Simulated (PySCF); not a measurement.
Computed shifts of a molecule C₄H₁₂Si₂, PBE0/pcSseg-1 in PySCF, GIAO, gas phase, atoms alike by connectivity averaged where their shifts nearly agree, in ppm (number of nuclei): ¹³C: 36.1 (1), 32.8 (1), 18.6 (1), 17.6 (1). ²⁹Si: -43.7 (1), -62.0 (1). ¹H: 4.74 (1), 4.57 (2), 4.48 (1), 2.05 (1), 1.87 (1), 1.79 (1), 1.59 (1), 1.28 (3), 1.16 (1). References: ¹³C against TMS (σ = 186.3 ppm); ²⁹Si against TMS (σ = 352.7 ppm); ¹H against TMS (σ = 31.56 ppm), references at their B3LYP-D3(BJ)/def2-TZVP geometries, non-relativistic. Coordinates come from a B3LYP-D3(BJ)/def2-SVP optimisation. The values are those of a single conformer.

Q: Identify the compound among the candidates.
A) CC(C)=C[SiH2][SiH3]
B) CC[C@@H]1C[SiH2][SiH2]1
C) C[Si@H]1CC[SiH2]C1
D) C=CC[Si@@H](C)[SiH3]

A: B, CC[C@@H]1C[SiH2][SiH2]1
